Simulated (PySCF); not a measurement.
SbCl2, SMILES [Cl][Sb][Cl], multiplicity 2.

Geometry: B3LYP-D3(BJ)/def2-TZVP. The spin state was assumed, not searched. The isomer is the one that the SMILES or the coordinates give; other isomers of the formula were not compared. The def2 effective core potentials stand for the cores of Sb; spin–orbit coupling is left out.

Level of theory: TDA-M06-2X/def2-SVPD in PySCF 2.14.0.

Vertical excitations. 

### Question
Give excitation energies, oscillator strengths and character. (Estimate from the structure and the level; the computed values follow.)

### Answer

```json
[
 {"state": "root 1", "energy (eV)": "2.80", "λ (nm)": "442", "f": "0.000", "main pairs": "α HOMO→LUMO+1 98 %"},
 {"state": "root 2", "energy (eV)": "2.89", "λ (nm)": "429", "f": "0.000", "main pairs": "α HOMO→LUMO 97 %"},
 {"state": "root 3", "energy (eV)": "4.17", "λ (nm)": "297", "f": "0.013", "main pairs": "β HOMO→LUMO 94 %"},
 {"state": "root 4", "energy (eV)": "4.96", "λ (nm)": "250", "f": "0.001", "main pairs": "α HOMO−1→LUMO+1 38 %, β HOMO→LUMO+1 45 %"},
 {"state": "root 5", "energy (eV)": "4.99", "λ (nm)": "248", "f": "0.000", "main pairs": "β HOMO−1→LUMO 99 %"},
 {"state": "root 6", "energy (eV)": "5.23", "λ (nm)": "237", "f": "0.004", "main pairs": "β HOMO−2→LUMO 89 %"},
 {"state": "root 7", "energy (eV)": "5.34", "λ (nm)": "232", "f": "0.001", "main pairs": "α HOMO−1→LUMO 54 %, β HOMO→LUMO+2 31 %"},
 {"state": "root 8", "energy (eV)": "5.75", "λ (nm)": "215", "f": "0.000", "main pairs": "α HOMO−2→LUMO 67 %, β HOMO−1→LUMO+2 12 %"},
 {"state": "root 9", "energy (eV)": "5.79", "λ (nm)": "214", "f": "0.002", "main pairs": "β HOMO−3→LUMO 85 %"},
 {"state": "root 10", "energy (eV)": "5.85", "λ (nm)": "212", "f": "0.000", "main pairs": "β HOMO−4→LUMO 92 %"}
]
```
Unrestricted roots are not spin-pure.
